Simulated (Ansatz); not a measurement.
Species: SbBr2 (charge 0, doublet). It need not be the lowest isomer of its formula. SMILES: [Br][Sb][Br]
Geometry from a B3LYP-D3(BJ)/def2-TZVP (Ansatz, a quantum-chemistry and plane-wave program) optimisation:
```
Sb
Br 1 2.5221
Br 1 2.5221 2 99.99
```
Charge 0, spin multiplicity 2.

Task: Give the harmonic wavenumbers at B3LYP-D3(BJ)/def2-TZVP (Ansatz, finite differences of forces, unscaled).

Result: 80, 241, 249 cm⁻¹. Zero-point energy 0.8 kcal/mol.

Task: From these and the geometry, give the ideal-gas thermochemistry at 298.15 K and 1 atm (rigid rotor, harmonic oscillator).

Result: Point group C2v, rotational symmetry number 2. Rotational constants 2.782, 0.8473, 0.6495 GHz. S(trans) 42.80, S(rot) 28.35, S(vib) 7.43, S(elec, spin only) 1.38, S 80.0 cal/(mol K). H(298) - H(0) 3.48 kcal/mol; G - E(el) -19.6 kcal/mol.
